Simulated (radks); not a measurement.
The mean radii <r> (bohr) of the occupied orbitals of an atom or ion are listed with their occupations. Method: scalar-relativistic Kohn-Sham, BLYP, spin-polarised, spherical densities, finite nucleus; Fermi nuclear charge, rms radius of each element as measured or else 0.836 A^(1/3) + 0.57 fm; computed with a radial shooting solver on a logarithmic mesh with Libxc functionals.

orbital  occ.      <r>
1s down     1  0.02274
1s up       1  0.02274
2s up       1  0.09701
2s down     1  0.09701
2p up       3  0.08547
2p down     3  0.08547
3s up       1   0.2551
3s down     1   0.2549
3p up       3   0.2534
3p down     3   0.2532
3d up       5   0.2311
3d down     5   0.2309
4s up       1   0.5785
4s down     1   0.5784
4p up       3   0.6121
4p down     3   0.6122
4d up       5   0.6675
4d down     5   0.6684
5s up       1    1.382
5s down     1    1.397
5p up       3    1.612
5p down     3    1.638
4f up       5   0.9144
6s up       1    4.036
6s down     1    4.199
5d up       1    2.784

Name the element and its charge. Open shells, if any, are filled with parallel spins first.

Answer. Z = 62, samarium, charge 0: Sm in [Xe] 4f5 5d1 6s2. The 1s radius gives Z: for a bare nucleus <r> = (2 gamma + 1)/(2Z) with gamma = sqrt(1 - (Z/c)^2), 0.02245 bohr for Z = 62, and screening makes it slightly larger (0.02274 here). The occupations add up to 62, and the charge is Z minus that.
